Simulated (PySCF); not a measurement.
# Working out the excitation energy of Be

Be [He] 2s2 (1S) → Be [He] 2s1 2p1 (3P). Calculation: PySCF 2.14, in aug-cc-pCVTZ-DK (7s6p4d2f, 59 functions); the spin-free X2C one-electron Hamiltonian (Gaussian nucleus). Frozen: nothing. Energies in hartree (1 hartree = 27.21139 eV):

| part | Be (lower) | Be (upper) |
| --- | --- | --- |
| UHF | -14.575388 | -14.515860 |
| CCSD correlation | -0.089096 | -0.048538 |
| (T) | -0.000445 | -0.000057 |

Task: What does Hartree-Fock give?

Result: (-14.515860) − (-14.575388) = 0.059528 hartree = 1.620 eV.

Task: What do CCSD and CCSD(T) give?

Result: The CCSD correlation energies differ by 0.040558 hartree = 1.104 eV and the triples by 0.000388 hartree = 0.011 eV, so CCSD gives 2.724 eV and CCSD(T) 2.735 eV.

Measured between the centres of the two terms (NIST): 2.725 eV, so CCSD(T) (valence and next inner shell) is off by 0.010 eV.

What remains against the reference includes basis incompleteness and higher excitations.
